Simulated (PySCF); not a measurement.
A single-point calculation

[ErF4]− (singlet in the valence; each metal's 4f electrons, 11 of them, lie in its core potential, out of spins and levels). PySCF 2.14.0, RKS CAM-B3LYP, Er lcecp-1-SVP with ECP57, F def2-SVP; non-relativistic Hamiltonian with scalar-relativistic core potentials where named; density fitting; no spin-orbit coupling. Purpose: level CAM-B3LYP.

```python
mol = gto.M(atom='''
Er     0.00000    -0.00000    -0.00000
F      1.18187     1.18187     1.18187
F     -1.18187    -1.18187     1.18187
F      1.18187    -1.18187    -1.18187
F     -1.18187     1.18187    -1.18187''',
    basis={'Er': 'lcecp-1-SVP', 'F': 'def2-SVP'},
    ecp={'Er': 'lcecp-1-SVP'},
    charge=-1, spin=0)
mf = dft.RKS(mol, xc='CAMB3LYP')
mf.grids.atom_grid = (75, 302)  # f atoms: unpruned, at least (60, 302)
mf = mf.density_fit()  # fitting sets: Er AutoAux, F def2-universal-JKFIT
mf.conv_tol = 1e-08; mf.max_cycle = 55
mf.kernel(dm0)  # dm0: converged density of the relaxed state
mf.nuc_grad_method().kernel()
```

Run from Python with OMP_NUM_THREADS=2; the lines above give its settings. Where DIIS fails, smearing, a level shift and second-order steps follow.
It took 3.9 s on 2 threads of Intel(R) Xeon(R) Platinum 8488C (Sapphire Rapids), on a shared host, from an already converged density.

Question: Where do the frontier levels lie, over both spins?

Answer: HOMO -6.51 eV, LUMO 4.47 eV. The 4f levels lie in the core potential and are missing.

Question: What are the Mulliken charges and spins?

Answer: 
| atom | charge (e) | spin (e) |
| --- | --- | --- |
| Er1 | 0.976 | 0.000 |
| F2 | -0.494 | 0.000 |
| F3 | -0.494 | 0.000 |
| F4 | -0.494 | 0.000 |
| F5 | -0.494 | 0.000 |
The spin of the 4f electrons in the core isn't counted.

Question: What forces act on the atoms (eV/Å)?

Answer: 
```
Er   0.00  0.00  0.00
F   -0.01 -0.01 -0.01
F    0.01  0.01 -0.01
F   -0.01  0.01  0.01
F    0.01 -0.01  0.01
```
Forces carry noise of the integration grid, about 0.01 to 0.03 eV/Å.

The geometry was relaxed with PBE0 (Er lcecp-1-SVP with ECP57, F def2-SVP).

An lcecp potential fixes the number of 4f electrons, so in runs with it no electron can move into or out of that shell.
